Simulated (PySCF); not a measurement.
Species: Cl2Ga2H4.
SMILES: `[GaH2-]1[Cl+][GaH2-][Cl+]1`

Level of theory: MP2 and CCSD/aug-cc-pVDZ in PySCF, restricted Hartree–Fock reference, 28 core orbitals frozen, non-relativistic, gas phase, PBE0-D3(BJ)/def2-SVP geometry.

E(HF) = -4767.89346 Eh.

How large is the problem?

162 basis functions and 100 electrons; 28 orbitals frozen, which leaves o = 22 correlated occupied and v = 112 virtual orbitals. That is o·v = 2464 singles and o·v(o·v + 1)/2 = 3036880 distinct closed-shell doubles amplitudes before symmetry; the costliest CCSD step grows as o²v⁴ = 7.6 × 10^10.

What are the MP2 and CCSD correlation energies?

MP2 -0.4971 Eh and CCSD -0.5503 Eh, which gives totals of -4768.39057 and -4768.44378 Eh. That is 0.340 eV for each correlated electron at CCSD (1445 kJ/mol in all, 0.012 % of the total energy); MP2 gives 90.3 % of the CCSD value.

What is the T1 diagnostic?

0.0086, below the customary warning level of 0.02. It is the norm of the spatial-orbital singles amplitudes over the root of the number of correlated electrons, so the norm is 0.057.

No triples correction and no basis-set extrapolation were made.
